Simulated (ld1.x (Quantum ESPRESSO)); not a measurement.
Logarithmic derivatives: W (Z = 74), ultrasoft

ld1.x (Quantum ESPRESSO) 7.5 input, shortened:

```
&input
   title='W', zed=74., rel=2, dft='PZ', iswitch=3,
   config='[Xe] 4f14 5d4 6s2 6p0', rel_dist='average'
 /
 &inputp
   pseudotype=3, tm=.true., lloc=-1, rcloc=2.35,
   nlcc=.true., new_core_ps=.true.
 /
6
5S  1  0   2.00   0.00  1.40  1.70  0.0
6S  2  0   2.00   0.00  1.40  1.70  0.0
5P  2  1   6.00   0.00  1.65  1.90  0.0
6P  3  1   0.00   0.00  1.65  1.90  0.0
5D  3  2   4.00   0.00  2.60  2.85  0.0
5D  3  2   0.00   0.05  2.60  2.85  0.0
 &test
   configts(1)='5s2 5p6 5d4 6s2 6p0'
 /
```

Open shells are filled in proportion to 2j + 1 (rel_dist='average').

The phase is arctan(r·u′/u) with u = r·R(r), unwrapped; energies in Ry, scanned from -8 to 5 Ry. A pole is an energy at which the radial function vanishes at the test radius. The pseudo phase is shifted by a multiple of π to meet the all-electron one at the reference energy, and phase errors are pseudo minus all-electron; the curves can meet again beyond the range given. Levels narrower than the energy grid can be missing from the lists of poles. n/a: not evaluated, since a narrow level or a reset projector energy made the automatic matching unsafe.

```json
{"channel": "s", "radius (bohr)": "3.09", "reference energy (Ry)": "-0.43", "poles, all-electron": "0.88", "poles, pseudo": "-1.00, 1.62", "unbroken range about the reference energy with phases within 0.05 rad": "n/a", "phase error 1 Ry above the reference energy (rad)": "n/a"}
{"channel": "p1/2", "radius (bohr)": "3.09", "reference energy (Ry)": "-0.14", "poles, all-electron": "-3.69, 1.83", "poles, pseudo": "-0.10, 2.99", "unbroken range about the reference energy with phases within 0.05 rad": "n/a", "phase error 1 Ry above the reference energy (rad)": "n/a"}
{"channel": "p3/2", "radius (bohr)": "3.09", "reference energy (Ry)": "-0.10", "poles, all-electron": "-2.96, 2.25", "poles, pseudo": "-3.05, -1.45, 3.40", "unbroken range about the reference energy with phases within 0.05 rad": "not even at the reference energy", "phase error 1 Ry above the reference energy (rad)": "+0.361"}
{"channel": "d3/2", "radius (bohr)": "3.09", "reference energy (Ry)": "-0.38", "poles, all-electron": "-0.09, 4.29", "poles, pseudo": "-0.10", "unbroken range about the reference energy with phases within 0.05 rad": "not even at the reference energy", "phase error 1 Ry above the reference energy (rad)": "+0.117"}
{"channel": "d5/2", "radius (bohr)": "3.09", "reference energy (Ry)": "-0.32", "poles, all-electron": "-0.01, 4.41", "poles, pseudo": "-0.10, 1.96", "unbroken range about the reference energy with phases within 0.05 rad": "not even at the reference energy", "phase error 1 Ry above the reference energy (rad)": "-0.115"}
```

A Bessel basis up to 400 Ry misses an occupied level by 0.91 Ry, so cutoffs and ghosts were not judged. The potential misses its own reference levels by up to 1.4 eV, so it is not fit for use.

Phases in the s channel:

| E (Ry) | all-electron | pseudo |
| --- | --- | --- |
| -8.00 | 1.450 | 4.591 |
| -7.52 | 1.446 | 4.587 |
| -7.04 | 1.440 | 4.582 |
| -6.56 | 1.435 | 4.576 |
| -6.08 | 1.427 | 4.566 |
| -5.60 | -1.715 | 1.424 |
| -5.12 | -1.726 | 1.415 |
| -4.64 | -1.736 | 1.404 |
| -4.16 | -1.748 | 1.392 |
| -3.68 | -1.763 | 1.377 |
| -3.20 | -1.782 | 1.358 |
| -2.72 | -1.809 | 1.331 |
| -2.24 | -1.848 | 1.292 |
| -1.76 | -1.915 | 1.228 |
| -1.28 | -2.055 | 1.081 |
| -0.80 | -2.531 | -2.219 |
| -0.32 | -3.998 | -3.301 |
| 0.16 | -4.512 | -4.276 |
| 0.64 | -4.667 | -4.538 |
| 1.12 | -4.749 | -4.646 |
| 1.60 | -4.813 | -4.710 |
| 2.08 | -4.878 | -4.757 |
| 2.56 | -4.969 | -4.799 |
| 3.04 | -5.143 | -4.842 |
| 3.52 | -5.678 | -4.896 |
| 4.00 | -6.982 | -4.975 |
| 4.48 | -7.483 | -5.121 |
| 4.96 | -7.645 | -5.508 |
